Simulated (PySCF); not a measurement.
**Building multiplets from coupling constants**

Atom-mapped SMILES (the numbers label the heavy atoms): `[CH:1]#[C:2][C:3]#[C:4][C@H:5]1[CH2:6][NH:7][BH:8][NH:9]1` (H(Xn): hydrogen on atom n). Ha(C6) is cis to C4 on the ring; Hb(C6) is trans to C4 on the ring.

Calculated, not measured (PySCF): coordinates at the PBE0-D3(BJ)/def2-SVP level, σ from GIAO-B97-2/pcSseg-1, B3LYP/pcJ-1 coupling constants (spin–dipole term only in couplings to heteroatoms). Non-relativistic, no solvent, one conformer.

δ = σ(ref) − σ, references computed at the same level: TMS for ¹H (31.38 ppm), ¹³C (183.69 ppm).

Spectrometer: 600 MHz for ¹H. First-order analysis; couplings under 1 Hz (under 4 Hz in carbon signals) are ignored, and nearly equal couplings are merged; the smaller ones broaden or split the lines further.

Q: What pattern does Hb(C6) show (¹H)?

A: A doublet of doublets at δ 3.73: 13.8 Hz to H(C5) (1 × ¹H, 3 bonds away), 10.3 Hz to Ha(C6) (1 × ¹H, 2 bonds away). Lines in Hz from the centre (relative intensity): +12.1 (1), +1.8 (1), -1.8 (1), -12.1 (1). The outer lines are 24.1 Hz apart, the sum of the couplings kept, or 0.040 ppm at this field.

Q: What pattern does C5 show in the proton-coupled ¹³C spectrum?

A: A doublet of doublets at δ 48.5: 149.8 Hz to H(C5) (1 × ¹H, 1 bond away), 7.6 Hz to H(B8) (1 × ¹H, 3 bonds away). Lines in Hz from the centre (relative intensity): +78.7 (1), +71.1 (1), -71.1 (1), -78.7 (1). The outer lines are 157.4 Hz apart, the sum of the couplings kept, or 1.043 ppm at this field.

Q: What pattern does C1 show in the proton-coupled ¹³C spectrum?

A: A doublet at δ 70.0: 281.8 Hz to H(C1) (1 × ¹H, 1 bond away). Lines in Hz from the centre (relative intensity): +140.9 (1), -140.9 (1). The outer lines are 281.8 Hz apart, the sum of the couplings kept, or 1.868 ppm at this field.

Q: What pattern does C6 show in the proton-coupled ¹³C spectrum?

A: A triplet of doublets of doublets at δ 54.6: 146.7 Hz to Ha(C6) and Hb(C6) (2 × ¹H, 1 bond away), 6.9 Hz to H(B8) (1 × ¹H, 3 bonds away), 4.5 Hz to H(C5) (1 × ¹H, 2 bonds away). Lines in Hz from the centre (relative intensity): +152.4 (1), +147.9 (1), +145.5 (1), +141.0 (1), +5.7 (2), +1.2 (2), -1.2 (2), -5.7 (2), -141.0 (1), -145.5 (1), -147.9 (1), -152.4 (1). The outer lines are 304.8 Hz apart, the sum of the couplings kept, or 2.020 ppm at this field.

OH/NH shifts are gas-phase values; hydrogen bonding in solution moves them, usually downfield. Hydrogens on boron are broadened and split by ¹¹B (spin 3/2, 80 %) and 10B (spin 3). Unscaled 3J(H,H) at this level run about 10 % above measured values. 3J across rotatable bonds or in flexible rings reflects this conformer alone.
